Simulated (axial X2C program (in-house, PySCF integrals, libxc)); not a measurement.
## RhNC: the levels of the configuration d8 s0

Computed with an axial X2C code built on PySCF integrals: two-component X2C with atomic mean-field Coulomb and Gaunt terms, basis Rh dyall-v3z, N dyall-av3z, C dyall-v3z (cores contracted in-house). Orbitals come from Hartree–Fock averaged over the configuration Rh d8 s0; CI then distributes these electrons over the d, s shells of Rh.

Rh–N–C held linear, bonds 2.096 and 1.170 Å (the second held) (near the minimum of the configuration average).

Active spinors (ω > 0):

| shell | ω | ε (eV) | character |
| --- | --- | --- | --- |
| d | 3/2 | -10.01 | 99% Rh d |
| d | 1/2 | -9.70 | 95% Rh d |
| d | 5/2 | -9.63 | 100% Rh d |
| d | 3/2 | -9.44 | 96% Rh d |
| d | 1/2 | -8.77 | 86% Rh d, 6% Rh s |
| s | 1/2 | -0.66 | 55% Rh s, 35% Rh p, 6% N p |

Lowest levels of this model:

```tsv
Ω	energy (cm⁻¹)	g∥	μ (D)	configuration
3	0	7.91	-8.75	100% d8
2	297	4.61	-8.74	100% d8
1	927	1.45	-8.73	100% d8
0	1497	0.00	-8.71	100% d8
4	2618	10.00	-8.80	100% d8
2	2736	5.32	-8.71	100% d8
1	2924	1.36	-8.73	100% d8
0	3105	0.00	-8.70	100% d8
3	4500	6.09	-8.80	100% d8
1	4655	3.19	-8.71	100% d8
0	4739	0.00	-8.71	100% d8
2	5866	2.12	-8.80	100% d8
0	8836	0.00	-8.70	100% d8
1	11270	2.08	-8.72	100% d8
2	12586	5.38	-8.71	99% d8
0	14335	0.00	-8.70	99% d8
0	14578	0.00	-8.70	99% d8
0	16766	0.00	-8.79	99% d8
0	18906	0.00	-8.74	100% d8
3	20633	6.00	-8.77	100% d8
4	21258	8.01	-8.86	99% d8
```

g∥ is the magnitude of 2⟨Lz + ge Sz⟩ for the +Ω component. μ is positive if the C end is positive.

(1) From Ω and g∥ of the lowest level, whose 2⟨Lz + ge Sz⟩ is positive, find ⟨Sz⟩ and ⟨Lz⟩ (ge = 2.0023).

Occupations of the active spinors in the lowest level by ω, shell by shell in order of energy: -5/2: 0.01; -3/2: 0.99 0.99; -1/2: 1.00 0.01 0.00; 1/2: 1.00 1.00 0.00; 3/2: 1.00 1.00; 5/2: 1.00. The leading determinant has weight 0.98 among 39.

This point took 1.9 s on 1 thread of Intel(R) Xeon(R) Platinum 8488C (Sapphire Rapids) (shared host).

Dynamic correlation is missing, so gaps between terms are too wide and other configurations may lie lower; the lowest level listed is that of this model, not necessarily the ground state. For d shells the ligand-field splittings (σ, π, δ) and their order can be off by a thousand cm⁻¹ or more. At most 4 roots were kept for each Ω > 0 (twice that for Ω = 0) within 3.2 eV of the lowest, so higher up levels can be missing between those listed; levels with Ω > 0 are doubly degenerate and listed once, Ω = 0 levels singly. Some active spinors are only partly of the character that their shell is named for, so the shell names and counts are nominal. States that fill the shells left empty in the average are placed too high. The molecule was held linear; bending was not examined.

## Answers

(1) Ω = ⟨Lz⟩ + ⟨Sz⟩ = 3 and ⟨Lz⟩ + ge⟨Sz⟩ = 3.955, so ⟨Sz⟩ = 0.95 and ⟨Lz⟩ = 2.05.
